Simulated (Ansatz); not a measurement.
Consider the cleavage of the Si–Si bond: `O[SiH]([SiH3])[SiH2]S` + `[SiH3]S` → `[SiH3]S[SiH2]S` + `O[SiH2][SiH3]`.

Isolated molecules relaxed with PBE0-D4/def2-TZVP in Ansatz; ΔE leaves out vibrations. CCSD(T)/CBS adds triple-zeta CCSD(T) − MP2 to the extrapolated MP2 energy (def2 sets, frozen cores). Each species was taken in one conformer, which may not be the lowest.

```json
{"species": "`O[SiH]([SiH3])[SiH2]S`", "HF/def2-TZVPP energy (Eh)": "-1343.99888"}
{"species": "`[SiH3]S`", "HF/def2-TZVPP energy (Eh)": "-688.83846"}
{"species": "`[SiH3]S[SiH2]S`", "HF/def2-TZVPP energy (Eh)": "-1376.54928"}
{"species": "`O[SiH2][SiH3]`", "HF/def2-TZVPP energy (Eh)": "-656.31390"}
```

(1) Work out ΔE.

Largest T1 diagnostic among the species: 0.013.

Answers

(1) ΔE = (-1376.54928) + (-656.31390) − (-1343.99888) − (-688.83846) = -0.02584 Eh = -67.8 kJ/mol. CCSD(T)/CBS gives -63.4 kJ/mol.

From PBE to PBE0 (25 % exact exchange), in def2-TZVPP and without D4, ΔE moves by −5.1 kJ/mol.
